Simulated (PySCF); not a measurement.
Working out the ionisation energy of Ti⁺

Ti⁺ [Ar] 3d2 4s1 (4F) → Ti²⁺ [Ar] 3d2 (3F). Computed with PySCF 2.14 in x2c-TZVPall, with scalar relativity by spin-free X2C-1e. Frozen: [Ar]. Energies in hartree (1 hartree = 27.21139 eV):

```tsv
part	Ti⁺ (lower)	Ti²⁺ (upper)
UHF	-852.532388	-852.056635
MP2 opposite-spin	0.000000	0.000000
MP2 same-spin	-0.008971	-0.003468
```

**Question.** What does Hartree-Fock give?

**Answer.** (-852.056635) − (-852.532388) = 0.475753 hartree = 12.946 eV.

**Question.** What do MP2 and SCS-MP2 (6/5 opposite-spin, 1/3 same-spin) give?

**Answer.** The opposite-spin parts differ by 0.000 eV and the same-spin parts by 0.150 eV. MP2: 12.946 + (0.000) + (0.150) = 13.096 eV. SCS-MP2: 12.946 + 1.2 × (0.000) + (0.150)/3 = 12.996 eV.

Reference: 13.575 eV (measured; NIST Atomic Spectra Database, ionization energies), between the lowest levels; spin-orbit coupling is absent from the calculation.

What remains against the reference includes basis incompleteness, the frozen core and correlation beyond second order.
